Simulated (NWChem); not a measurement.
System: SiH3S2F; SMILES F[SiH](S)S

NWChem input:

```
start job
memory heap 200 mb stack 900 mb global 1100 mb
geometry units angstroms noautoz
  Si    -0.442214    -0.441657    -0.010611
  F     -1.865635     0.327527     0.132529
  S      0.694598     0.213966    -1.678134
  S      0.751243     0.055816     1.675660
  H     -0.790288    -1.877539    -0.148821
  H      0.131145    -0.677223    -2.524284
  H     -0.306005     0.077306     2.518880
end
basis spherical
  * library def2-svp
end
dft
  xc xwpbe 1.00 cpbe96 1.0 hfexch 1.00
  cam 0.05 cam_alpha 0.0 cam_beta 1.0
  iterations 150
  vectors input atomic output neutral.movecs
end
task dft energy
charge 1
dft
  odft
  mult 2
  vectors input atomic output cation.movecs
end
task dft energy
```

All runs use the structure optimised with PBE0/def2-SVP.

Ions are spin-unrestricted doublets at the neutral geometry; other ion states weren't tried. Functional: LC-ωPBE (HJS hole) with def2-SVP; the question gives the range parameter ω in 1/bohr.

What results follow from this input? (LC-wPBE (HJS exchange hole, range parameter 0.05 per bohr)/def2-SVP, vertical spin-unrestricted ions.) Quantities: vertical ionisation energy, ΔSCF (eV); −ε(HOMO) (eV).


| Item | Result |
|---|---|
| vertical ionisation energy, ΔSCF (eV) | 9.60 |
| −ε(HOMO) (eV) | 7.26 |
